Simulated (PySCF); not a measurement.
H₇NSSi₂. Atoms are numbered in the order given.

```xyz
11

Si     1.4083    -1.1557     1.1672
S      0.6728    -0.3451    -0.6889
Si    -1.0796     0.7367     0.0349
N     -1.9362     1.5182    -1.2397
H      0.4012    -2.0508     1.8079
H      1.7511    -0.0742     2.1362
H      2.6308    -1.9353     0.8350
H     -1.9933    -0.2363     0.6934
H     -0.6270     1.7715     1.0042
H     -1.5235     2.3278    -1.6946
H     -2.4532     0.9570    -1.9107
```

Coordinates come from a B3LYP-D3(BJ)/def2-SVP optimisation. Other conformers were not sampled.

Method: PBE/def2-TZVP (PySCF).

ESP charges are fitted to the potential on shells at 1.4 to 2.0 van der Waals radii. Atomic charges (e):

```
atom  ESP fit  Mulliken
----  -------  --------
Si1      0.09      0.16
S2      -0.27     -0.30
Si3      0.52      0.33
N4      -0.94     -0.58
H5      -0.03     -0.01
H6      -0.03     -0.01
H7       0.02     -0.01
H8      -0.07     -0.02
H9      -0.07     -0.02
H10      0.39      0.23
H11      0.39      0.23
```

Task: Give the Mayer and Wiberg (Löwdin basis) orders of the bonds. (An estimate is asked for; the answer gives what the named calculation found.)

Result: 
```json
[
 {"bond": "Si1–S2", "Mayer": "1.15", "Wiberg": "1.59"},
 {"bond": "S2–Si3", "Mayer": "1.07", "Wiberg": "1.48"},
 {"bond": "Si3–N4", "Mayer": "1.20", "Wiberg": "1.60"},
 {"bond": "Si1–H5", "Mayer": "0.93", "Wiberg": "0.97"},
 {"bond": "Si1–H6", "Mayer": "0.93", "Wiberg": "0.97"},
 {"bond": "Si1–H7", "Mayer": "0.94", "Wiberg": "0.97"},
 {"bond": "Si3–H8", "Mayer": "0.93", "Wiberg": "0.93"},
 {"bond": "Si3–H9", "Mayer": "0.93", "Wiberg": "0.93"},
 {"bond": "N4–H10", "Mayer": "0.91", "Wiberg": "0.95"},
 {"bond": "N4–H11", "Mayer": "0.91", "Wiberg": "0.95"}
]
```
